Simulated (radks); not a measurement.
Results of a calculation; reference values are marked as such.
Task: The mean radii <r> (bohr) of the occupied orbitals of an atom or ion are listed with their occupations. Level of theory: Dirac Kohn-Sham, exchange-only PBE, spin-unpolarised, spherical densities, finite nucleus; Fermi nuclear charge, rms radius of each element as measured or else 0.836 A^(1/3) + 0.57 fm (a radial shooting solver on a logarithmic mesh with Libxc functionals).

orbital  occ.      <r>
1s1/2       2  0.09687
2s1/2       2   0.4782
2p1/2       2   0.4396
2p3/2       4   0.4419
3s1/2       2    1.524
3p1/2       1    1.671

Name the element and its charge. Open shells, if any, fill j = l - 1/2 first.

Result: Z = 16, sulfur, charge +3: S3+ in [Ne] 3s2 3p1. The 1s radius gives Z: for a bare nucleus <r> = (2 gamma + 1)/(2Z) with gamma = sqrt(1 - (Z/c)^2), 0.09332 bohr for Z = 16, and screening makes it slightly larger (0.09687 here). The occupations add up to 13, and the charge is Z minus that.
